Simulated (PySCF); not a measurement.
Molfile (atoms numbered from 1):
```
C3H9AlF2O
     RDKit          3D

 16 15  0  0  0  0  0  0  0  0999 V2000
   -0.5578    1.5883   -0.4477 C   0  0  0  0  0  0  0  0  0  0  0  0
   -0.4718    0.1868   -0.1900 O   0  0  0  0  0  0  0  0  0  0  0  0
   -1.8191   -0.8792    0.8502 Al  0  0  0  0  0  4  0  0  0  0  0  0
    0.6611   -0.4956   -0.6973 C   0  0  0  0  0  0  0  0  0  0  0  0
    1.8365   -0.4234    0.2543 C   0  0  0  0  0  0  0  0  0  0  0  0
    2.2765    0.8545    0.3467 F   0  0  0  0  0  0  0  0  0  0  0  0
    2.8318   -1.1736   -0.2553 F   0  0  0  0  0  0  0  0  0  0  0  0
   -1.5165    1.9203   -0.0335 H   0  0  0  0  0  0  0  0  0  0  0  0
    0.2718    2.1180    0.0380 H   0  0  0  0  0  0  0  0  0  0  0  0
   -0.5386    1.7619   -1.5345 H   0  0  0  0  0  0  0  0  0  0  0  0
   -2.2218   -1.9379   -0.2857 H   0  0  0  0  0  0  0  0  0  0  0  0
   -0.8464   -1.4343    2.0028 H   0  0  0  0  0  0  0  0  0  0  0  0
   -2.8297    0.3101    1.2072 H   0  0  0  0  0  0  0  0  0  0  0  0
    0.3704   -1.5467   -0.8388 H   0  0  0  0  0  0  0  0  0  0  0  0
    0.9539   -0.0731   -1.6720 H   0  0  0  0  0  0  0  0  0  0  0  0
    1.5812   -0.7802    1.2662 H   0  0  0  0  0  0  0  0  0  0  0  0
  1  2  1  0
  2  3  1  0
  2  4  1  0
  4  5  1  0
  5  6  1  0
  5  7  1  0
  1  8  1  0
  1  9  1  0
  1 10  1  0
  3 11  1  0
  3 12  1  0
  3 13  1  0
  4 14  1  0
  4 15  1  0
  5 16  1  0
M  CHG  2   2   1   3  -1
M  END
```

Geometry: PBE0-D3(BJ)/def2-SVP; GIAO absolute shieldings from PySCF, gas phase, non-relativistic, averaged over equivalent atoms.

At CAM-B3LYP/pcSseg-1 (171 basis functions, 25 s wall time on 1 thread of an Arm Neoverse V1, shared host):
```tsv
atoms	σ (ppm)
C5	63.6
C4	107.9
C1	117.0
O2	333.6
Al3	393.9
F6/F7	318.5
H16	25.07
H11/H12/H13	27.20
H8/H9/H10	27.40
H14/H15	27.66
```

Task: Predict the values at PBE0/pcSseg-1 on the same geometry.

Result: 
```csv
atoms,σ at PBE0/pcSseg-1,change
C5,67.6,+4.0
C4,111.0,+3.1
C1,119.2,+2.2
O2,331.2,-2.4
Al3,396.8,+2.9
F6/F7,316.8,-1.7
H16,25.01,-0.06
H11/H12/H13,27.00,-0.20
H8/H9/H10,27.36,-0.04
H14/H15,27.61,-0.05
```

The largest change is at C5 (sp3 CH bonded to 2 F). Cost: 171 basis functions, 29 s wall time on 1 thread of an Arm Neoverse V1, shared host. The order of the carbon signals is the same at both levels.
